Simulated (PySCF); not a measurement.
GaCl, SMILES [Ga][Cl] (connectivity only; charge and spin as stated), neutral, multiplicity 1. Atoms are numbered in the order given.

```xyz
2

Ga     0.0000     0.0000    -0.7916
Cl     0.0000     0.0000     1.4434
```

Coordinates come from a PBE-D3(BJ)/def2-TZVP optimisation.

Calculation: M06-2X/def2-TZVPD in PySCF.

Isolated molecule, no solvent.

| Property | Value |
|---|---|
| total energy | -2385.11431 hartree |
| point group | C∞v |
| highest occupied level | -8.37 eV |
| lowest empty level | -1.00 eV |
| orbital gap | 7.37 eV |
| dipole moment | 2.49 D |
| quadrupole, principal values (traceless, Buckingham form, about the centre of nuclear charge) | -5.44, 2.72, 2.72 D·Å |
| mean static polarisability | 50.9 bohr³ (7.54 Å³) |
| polarisability, principal values | 44.7, 44.7, 63.3 bohr³ |
